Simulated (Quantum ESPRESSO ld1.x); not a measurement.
The numbers below are computed, except where a source is named.
Q: The mean radii <r> (bohr) of the occupied orbitals of an atom or ion are listed with their occupations. Level of theory: Dirac Kohn-Sham, OLYP, spin-unpolarised, spherical densities, point nucleus (ld1.x of Quantum ESPRESSO 7.5).

| orbital | occ. | <r> |
|---|---|---|
| 1s1/2 | 2 | 0.01601 |
| 2s1/2 | 2 | 0.06501 |
| 2p1/2 | 1 | 0.05307 |
| 2p3/2 | 2 | 0.06141 |

Name the element and its charge. Open shells, if any, are shared by 2j + 1.

A: Z = 82, lead, charge +75: Pb75+ in [He] 2s2 2p3. The 1s radius gives Z: for a bare nucleus <r> = (2 gamma + 1)/(2Z) with gamma = sqrt(1 - (Z/c)^2), 0.01587 bohr for Z = 82, and screening makes it slightly larger (0.01601 here). The occupations add up to 7, and the charge is Z minus that.
